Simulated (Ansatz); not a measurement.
Total energies of `[NH2][Al]([NH2])[SH]`.

```xyz
9

N    -0.7159    0.3152    1.3477
Al    0.0805   -0.1656   -0.1525
N     0.3480    0.9779   -1.4680
S     0.7700   -2.2246   -0.4423
H    -1.0065   -0.3183    2.0729
H    -0.9659    1.2594    1.5906
H     0.8963    0.7785   -2.2878
H    -0.0266    1.9103   -1.5175
H     0.6203   -2.5329    0.8568
```

The species carries charge 0 and has multiplicity 1. Geometry: relaxed with PBE0-D4/def2-TZVP. It is one conformer, not always the lowest. Basis def2-TZVPP, Ansatz 0.2.0.

RPA on PBE orbitals: Hartree–Fock energy of these orbitals -751.42179 Eh, correlation -1.12265 Eh (frozen core).

| functional | energy without D4 (Eh) | D4 term (kJ/mol) |
| --- | --- | --- |
| CAM-B3LYP | -753.30506 | -15.0 |
| B2PLYP | -753.00728 | – |

Problem. Give the same for LDA (SPW92), PBE, revPBE, BLYP, r2SCAN, B97M-V, PBE0, B3LYP, r2SCANh, r2SCAN0, HSE06 (plane-wave form), BHLYP, LC-ωPBE, ωB97X-V, ωB97M-V, PBE-QIDH. (An estimate is asked.)

Solution. The calculation gave: 
```csv
functional,energy without D4 (Eh),D4 term (kJ/mol)
LDA (SPW92),-749.98870,–
PBE,-752.88701,-17.0
revPBE,-753.16931,-46.2
BLYP,-753.29634,-36.5
r2SCAN,-753.22136,-4.2
B97M-V,-753.15692,–
PBE0,-752.95159,-14.6
B3LYP,-753.38062,-27.5
r2SCANh,-753.21164,-4.5
r2SCAN0,-753.19787,-5.0
HSE06 (plane-wave form),-752.93229,-13.7
BHLYP,-753.27157,-22.6
LC-ωPBE,-753.07359,–
ωB97X-V,-753.19835,–
ωB97M-V,-753.25265,–
PBE-QIDH,-752.76682,–
```

B3LYP takes the VWN-RPA correlation (the form of Gaussian; ORCA's B3LYP/G). HSE06 is the plane-wave form, built on full-range PBE exchange. The double hybrids freeze the cores in their second-order part.

LC-ωPBE has ω = 0.4 bohr⁻¹.
